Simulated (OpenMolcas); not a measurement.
## Ni4+, Pd4+, Pt4+: d⁶ down the group

```
Program             : OpenMolcas
Method              : MS-CASPT2, IPEA 0.25 Eh, imaginary shift 0.1 Eh
Basis               : ANO-RCC-VTZP
Scalar Hamiltonian  : DKH2, point nucleus
Spin-orbit coupling : RASSI with atomic mean-field integrals over the reference wave functions, term energies averaged over their components
```

Active space for each ion: 6 electrons in 5 orbitals (d); closed shells correlated by CASPT2: Ni4+ 3s 3p; Pd4+ 4s 4p; Pt4+ 5s 5p.

Computed levels in cm-1 above ⁵D₄:

| Level | Ni4+ | Pd4+ | Pt4+ |
| --- | --- | --- | --- |
| ⁵D₃ | 857 | 2070 | 7720 |
| ⁵D₁ | 1815 | 3920 | 11170 |
| ⁵D₀ | 1997 | 4280 | 11300 |
| ³H₆ | 28070 | 20410 | 22680 |
| ³H₅ | 28460 | 20680 | 35090 |
| ³P₁(1) | 29210 | 25390 | 42520 |
| ³F₂(1) | 30650 | 23590 | 26960 |
| ³G₅ | 34240 | 25710 | 22120 |
| ³G₄ | 35010 | 27210 | 34300 |
| weight of ⁵D in the lowest level (%) | 100 | 98 | 80 |

Mixed levels, with the weight of the term that names them: Pd4+ ³H₅ (75 %), Pd4+ ³G₅ (75 %), Pt4+ ⁵D₀ (74 %), Pt4+ ³H₅ (52 %), Pt4+ ³P₁(1) (68 %), Pt4+ ³F₂(1) (66 %), Pt4+ ³G₅ (52 %), Pt4+ ³G₄ (58 %).

Measured, with the error of the calculation in %. Measured levels: Ni4+ from Corliss and Sugar, J. Phys. Chem. Ref. Data 10, 197 (1981).

| Level | Ni4+ |
| --- | --- |
| ⁵D₃ | 890 (-3.7) |
| ⁵D₁ | 1872 (-3.0) |
| ⁵D₀ | 2058 (-2.9) |
| ³H₆ | 27111 (+3.6) |
| ³H₅ | 27578 (+3.2) |
| ³P₁(1) | 28698 (+1.8) |
| ³F₂(1) | 29899 (+2.5) |
| ³G₅ | 33256 (+2.9) |
| ³G₄ | 34062 (+2.8) |

The fine-structure level ⁵D₀ changes by a factor of 5.66 from Ni4+ to Pt4+.

Without spin-orbit coupling ³H lies 27650, 19380, 18040 cm-1 above ⁵D in that order; the difference to the level ³H₆, of either sign, comes from spin-orbit coupling, which also lowers the zero.

CASPT2 does not keep the components of a term degenerate, so their means are used; among the terms shown or strongly mixed into the levels shown the widest spread is 1500 cm-1 (5d⁶ ¹I, Pt4+). Terms from blocks run as CI alone lack orbitals of their own. The CASPT2 spread within a term exceeds the gap to the next term for 5d⁶ ³D and 5d⁶ ¹I, 5d⁶ ¹I and 5d⁶ ¹G(1), so the order of their levels is uncertain (holds for Pt4+). Computed and measured levels are paired by configuration, term and J; levels that our copy of the source lacks, or whose pairing is in doubt (as where it misses far off the trend of its configuration), stay unpaired and out of the deviations. Levels of configurations outside the active space are missing.

A number in round brackets counts repeated terms of one configuration in the order of the reference energies.
